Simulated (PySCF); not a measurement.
# Ionisation energy of Sn⁺ by level of theory

Sn⁺ [Kr] 4d10 5s2 5p1 (2P) → Sn²⁺ [Kr] 4d10 5s2 (1S), as a difference of total energies. Calculation: PySCF 2.14, in def2-TZVP with the def2 core potential (28 electrons); a scalar-relativistic core potential. Correlated levels: valence: 4s2 4p6 4d10 frozen. The calculations carry no spin-orbit coupling.

```tsv
method	ionisation energy (eV)	error (eV)
UHF	13.750	-0.532
r2SCAN	14.375	+0.093
LDA	14.402	+0.120
MP2 (valence)	13.946	-0.336
SCS-MP2 (valence)	13.933	-0.349
CCSD (valence)	14.009	-0.273
CCSD(T) (valence)	14.027	-0.255
```

Reference: 14.282 eV (measured; NIST levels, between the centres of gravity of the two terms).

Errors of the correlated levels include the incompleteness of this basis and the frozen core.
